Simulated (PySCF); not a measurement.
# What a mistake does to a calculation on B2ClGeH4

Calculated results; nothing here was measured. The program is PySCF 2.14.0, an open-source quantum chemistry code, run on an isolated molecule that a program drew, which may never have been made. The molecule is B2ClGeH4 (charge 0, doublet), drawn as the SMILES string `B[B][GeH2][Cl]`.

Each row is a Hartree-Fock (HF) and frozen-core CCSD(T) single point in the cc-pV(D+d)Z basis, meant for a local HF minimum. Run 1 is clean. Each other run has one planted mistake out of seven kinds, and not every kind appears here: one electron removed, one electron added, multiplicity raised by two, geometry at a saddle point, minimal basis STO-3G, one bond length entered in bohr, all coordinates scaled. The reference is restricted for singlets and unrestricted otherwise, and also for a bond in bohr. Adding or removing an electron swaps singlet and doublet. Electrons count all cores. HOMO and LUMO are orbital energies over both spins, the gradient is its largest component, and the lowest frequency (negative if imaginary) is given only where the gradient is small. Bond lengths are over the 7 bonds as drawn. T1 is the CCSD diagnostic: over 0.02 (restricted) or 0.045 (unrestricted) a single reference is doubtful. Germanium has the cc-pVDZ-PP basis, with a core potential (ECP10MDF) in place of its 10 inner electrons, and its 3s, 3p and 3d shells are frozen in CCSD(T).

Geometry of the clean run:
```xyz
8
B2ClGeH4, angstrom
B    -3.4760   -0.7432   -0.4292
B    -2.0619   -0.0126   -0.1630
Ge   -0.2615    0.9157    0.1685
Cl   -0.1069    1.5660    2.2499
H    -4.4292   -0.1077   -0.7901
H    -3.5854   -1.9294   -0.2761
H    -0.1218    2.1801   -0.6702
H     0.9076   -0.0358   -0.0542
```

```
run,electrons,basis functions,<S^2>,HOMO (eV),LUMO (eV),gradient (hartree/bohr),lowest frequency (cm^-1),mean bond (Å),longest bond (Å),T1,HF (hartree),CCSD(T) (hartree),mistake
1,63,94,0.759,-9.23,0.55,2.9e-05,74,1.6146,2.186,0.0161,-804.53753,-804.97605,no fault
2,63,94,3.760,-8.44,-2.17,6.4e-02,-,1.6146,2.186,0.0453,-804.40088,-804.84289,multiplicity raised by two
3,63,94,0.764,-9.12,0.45,4.3e-02,-,1.7631,2.387,0.0190,-804.49028,-804.93701,all coordinates scaled
4,63,94,1.549,-8.94,-0.91,1.4e-02,-,1.8924,4.131,0.0410,-804.43877,-804.86134,one bond length entered in bohr
5,62,94,0.000,-16.34,-6.99,4.9e-02,-,1.6146,2.186,0.0167,-804.24116,-804.66466,?
```

**Which mistake was planted in run 5, and what did it cost?**

It counts 62 electrons, one fewer than the clean run, at the same geometry and basis. So the mistake is: one electron removed. Subtracting run 1 and multiplying by 627.51 kcal/mol a hartree, the energy moved by 186.0 kcal/mol in HF and 195.4 kcal/mol in CCSD(T).

Cautions from the logs. Run 2: T1 is over the limit, so its CCSD(T) energy is less reliable.
